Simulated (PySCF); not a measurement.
NaI and its ions

PBE; Na aug-cc-pVDZ, I aug-cc-pVDZ-PP with ECP28; scalar-relativistic core potentials (PySCF 2.14). Neutral (UKS): singlet (closed shell), Re = 2.746 Å, ωe = 244 cm⁻¹, De = 3.21 eV, HOMO -4.87 eV, LUMO -2.43 eV.

NaI⁺ (UKS): doublet (π ↑), Re = 3.134 Å, ωe = 132 cm⁻¹, De = 0.49 eV to Na⁺ + I. The energies at the minima are -457.94008 hartree for NaI and -457.64404 for NaI⁺.

Q: Work out the adiabatic ionisation energy, without and with harmonic zero-point energies (1 hartree = 27.2114 eV, 1 eV = 8065.5 cm⁻¹), and the change of the bond length.

A: At PBE: 0.29604 hartree = 8.056 eV between the minima; the zero-point term (132.0 − 244.0)/2 cm⁻¹ = -0.007 eV makes it 8.049 eV. Re changes by +38.8 pm against the neutral. Minus the HOMO energy is 4.87 eV, -3.19 eV from the value between the minima; self-interaction puts the Kohn–Sham level too high, less so with exact exchange. The electron leaves a π orbital, and the ion is left as a loose complex of an ion and an atom.

NaI⁻ (UKS): doublet (σ ↑), Re = 2.964 Å, ωe = 165 cm⁻¹, De = 0.91 eV to Na + I⁻. The energies at the minima are -457.94008 hartree for NaI and -457.97661 for NaI⁻.

Q: Work out the adiabatic electron affinity, without and with harmonic zero-point energies (1 hartree = 27.2114 eV, 1 eV = 8065.5 cm⁻¹), and the change of the bond length.

A: At PBE: 0.03653 hartree = 0.994 eV between the minima; the zero-point term (244.0 − 165.0)/2 cm⁻¹ = +0.005 eV makes it 0.999 eV. Re changes by +21.8 pm against the neutral. The electron enters a σ orbital; in so polar a molecule the change of length follows mostly from the change of the ionic charges.

Weak bonds: NaI⁺. Basis-set superposition, not corrected here, can be much of De in a small basis, most of all at correlated wavefunction levels. Spin–orbit coupling is left out, which matters for elements this heavy, above all for dissociation energies. For an ion De counts to the pair picked by the measured ionisation energies or electron affinities, which need not be the lowest pair at this level. The highest Kohn–Sham level is positive in this anion. Much of that is self-interaction error, but it also means that the finite basis helps to hold the extra electron. States were picked by a PBE0 search and need not be the measured ground states.
